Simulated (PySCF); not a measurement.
Computed with TPSSh-D3(BJ)/def2-TZVP // TPSS-D3(BJ)/def2-SVP run with PySCF. Gas-phase values, no solvent. One relaxed conformer stands for a flexible species; it need not be the lowest. 

Reference species: [Cd(Cl)2] (neutral, multiplicity 1).

The charge on the central atom (Mulliken) is 0.81 e and the mean distance from the central atom to its bonded neighbours comes out as 2.289 Å.

Changed species: [Cd(OH)2] (2 of 2 Cl replaced by OH; the reference has 0 of 2 Cl replaced by OH).

Question: Predict the effect on the charge on the central atom (Mulliken) and mean distance from the central atom to its bonded neighbours.

Answer: the charge on the central atom (Mulliken) rises by 0.04 e, to 0.85 e; the mean distance from the central atom to its bonded neighbours falls by 0.313 Å, to 1.976 Å.
